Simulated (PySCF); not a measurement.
FRb, charge -1, multiplicity 2. Atoms are numbered in the order given.

```xyz
2

Rb     0.0000     0.0000    -0.4841
F      0.0000     0.0000     1.9903
```
Charge -1, spin multiplicity 2.

Coordinates come from a B3LYP-D3(BJ)/def2-TZVPD optimisation. The multiplicity is an assumed one; other spin states were not compared. The def2 effective core potentials stand for the cores of Rb; spin–orbit coupling is left out.

Level of theory: M06-2X/def2-TZVPD run with PySCF.

Gas-phase values at a fixed geometry. A positive occupied level means that this level leaves the electron formally unbound; only the finite basis holds it.

Q: Estimate the frontier levels, dipole moment. (An estimate is asked for; the answer gives what the named calculation found.)

A: 
- α spin, highest occupied and lowest empty level = 0.42 and 2.55 eV
- β spin, highest occupied and lowest empty level = -4.77 and 3.40 eV
- dipole moment about the centre of nuclear charge = 0.60 D
- ⟨S²⟩ = 0.750 (pure state 0.75)
